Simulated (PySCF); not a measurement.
## Ionising CI

PBE0; basis C def2-SVPD, I def2-SVPD with ECP28; scalar-relativistic core potentials; PySCF 2.14. Neutral (UKS): doublet (π ↑), Re = 2.035 Å, ωe = 644 cm⁻¹, De = 3.03 eV, HOMO -6.52 eV, LUMO -3.74 eV.

CI⁻ (UKS): triplet (π ↑↑), Re = 2.257 Å, ωe = 388 cm⁻¹, De = 1.58 eV to C + I⁻. The energies at the minima are -335.55816 hartree for CI and -335.62644 for CI⁻.

Question: Work out the adiabatic electron affinity, without and with harmonic zero-point energies (1 hartree = 27.2114 eV, 1 eV = 8065.5 cm⁻¹), and the change of the bond length.

Answer: At PBE0: 0.06828 hartree = 1.858 eV between the minima; the zero-point term (644.0 − 388.0)/2 cm⁻¹ = +0.016 eV makes it 1.874 eV. Re changes by +22.2 pm against the neutral. The electron enters a π orbital, and the longer bond of the ion fits an antibonding orbital, or a change in how ionic the bond is.

Spin–orbit coupling is left out, which matters for elements this heavy, above all for dissociation energies. For an ion De counts to the pair picked by the measured ionisation energies or electron affinities, which need not be the lowest pair at this level. The highest Kohn–Sham level is positive in this anion. Much of that is self-interaction error, but it also means that the finite basis helps to hold the extra electron. States were picked by a PBE0 search and need not be the measured ground states.
